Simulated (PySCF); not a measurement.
C2H9FSi2. Atoms are numbered in the order given.

```xyz
14

C     -2.2966    -0.8312     0.9225
Si    -0.8319    -0.5093    -0.1933
F     -1.0909     0.9112    -0.9751
C      0.7814    -0.3458     0.7450
Si     2.1291     0.6285    -0.1589
H     -2.1703    -1.7846     1.4627
H     -3.2341    -0.8887     0.3463
H     -2.4021    -0.0281     1.6702
H     -0.7094    -1.5542    -1.2435
H      0.5985     0.1390     1.7211
H      1.1636    -1.3610     0.9594
H      3.4333     0.4843     0.5483
H      1.7794     2.0722    -0.2153
H      2.2905     0.1140    -1.5474
```
Charge 0, spin multiplicity 1.

Geometry optimised at TPSSh-D3(BJ)/def2-SVP. The structure was generated by enumeration; whether it is a known compound was not checked. The values are those of a single conformer.

Method: SMD-PBE0/6-31G* (PySCF).

Solvation free energies are E(SMD) − E(gas) at the gas-phase geometry, for 1 M in both phases. In vacuum the dipole moment is 2.42 D.

```csv
solvent,ΔG(solv) (kcal/mol),its non-electrostatic (CDS) part,dipole (D)
water,1.2,4.8,3.20
1-octanol,-2.6,0.5,3.08
benzene,-2.2,-0.6,2.74
```
